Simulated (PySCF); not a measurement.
An unknown shows these calculated signals:

¹H NMR (600 MHz, computed): δ 4.89 (m, 1H), 1.08 (m, 6H), 1.01 (m, 4H), 0.99 (m, 1H).

¹³C{¹H} NMR (computed): δ 20.3 (CH), 19.9 (CH3).

Computational details: NMR shieldings at PBE0/pcSseg-1/GIAO, geometry: GFN2-xTB, in PySCF 2.14.0 with density-fitted response routines (one averaged value for each set of equivalent atoms, no solvent, non-relativistic, single conformer).

References, each an isolated molecule treated in the same way: TMS for ¹H (σ = 31.72 ppm) and ¹³C (σ = 186.93 ppm).

Which of these does the molecule contain: a non-aromatic C=C double bond, a vinyl group CH=CH2, a (CH3)2CH unit, a Si–H bond, an S-methyl group?

Answers


- A non-aromatic C=C double bond: no.
- A vinyl group CH=CH2: no.
- A (CH3)2CH unit: yes (δC 19.9, 20.3; δH 1.08 (m), 0.99 (m)).
- A Si–H bond: yes (δH 4.89 (m)).
- An S-methyl group: no.

The data belong to SMILES CC(C)[SiH](P)P, C3H12P2Si; they needn't prove each group on their own.

Carbon signals by region: 2 below 50 ppm.

Splittings by ³¹P in the carbon and heteronuclear signals aren't shown, as no couplings were computed. Shifts are as computed. Against solution values, carbons near 30 ppm lie about +3 ppm off and those near 130 ppm about +5 ppm. Of 1211 compounds with measured shifts, 218 miss one by over three times the rms of a fit or turn the order of signals round; such compounds aren't used in these exercises. No couplings were computed; multiplicities are counted from neighbouring protons, with m where these are inequivalent, close in shift, in a saturated or five-membered ring or joined by F or P, and br s for small geminal =CH2 splittings.
